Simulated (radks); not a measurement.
The numbers below are computed, except where a source is named.
Problem. Pt+, 77 electrons, occupied as [Xe] 4f14 5d9. Code: a radial shooting solver on a logarithmic mesh with Libxc functionals. Model: scalar-relativistic Kohn-Sham, BP86, spin-polarised, spherical densities, finite nucleus; open shells are filled with parallel spins first (spin-orbit coupling, left out, can overturn this in heavy ions); Fermi nuclear charge, rms radius 5.427 fm. Some entries of the table are withheld. Estimate them.

orbital  occ.  eigenvalue (Ry)  <1/r> (bohr^-1)  <r> (bohr)
1s down     1        -5763.354            93.91     0.01715
1s up       1        -5763.354            93.91     0.01715
2s up       1        -1013.026            22.01     0.07236
2s down     1        -1013.022            22.01     0.07236
2p up       3        -878.3225            19.67     0.06522
2p down     3        -878.3188            19.67     0.06522
3s up       1        -238.4306            8.161      0.1871
3s down     1        -238.4289            8.161      0.1871
3p up       3        -199.1788            7.465      0.1881
3p down     3        -199.1770            7.465      0.1881
3d up       5        -156.5202            7.031      0.1704
3d down     5        -156.5169            7.031      0.1704
4s up       1        -51.71172            3.492      0.4151
4s down     1        -51.70723            3.491      0.4151
4p up       3        -38.83345            3.158      0.4419
4p down     3        -38.82926            3.157      0.4419
4d up       5        -23.16812            2.826      0.4682
4d down     5        -23.16329            2.826      0.4682
5s up       1         -8.11255            1.416      0.9533
5s down     1         -8.08097            1.418      0.9523
4f up       7         -5.76914            2.389      0.5164
4f down     7         -5.76196            2.390      0.5160
5p up       3         -4.75584            1.198       1.106
5p down     3         -4.71645            1.200       1.104
5d up       5         -1.08187           0.8034       1.641
5d down     4         -1.03840           0.8010       1.650
6s up       0         -0.97004              (1)       2.670
6s down     0         -0.94279              (2)       2.695
6p up       0         -0.49448           0.3436       3.640
6p down     0         -0.47949           0.3376       3.700

Solution. 
(1) 6s up <1/r> (bohr^-1): 0.4732
(2) 6s down <1/r> (bohr^-1): 0.4684
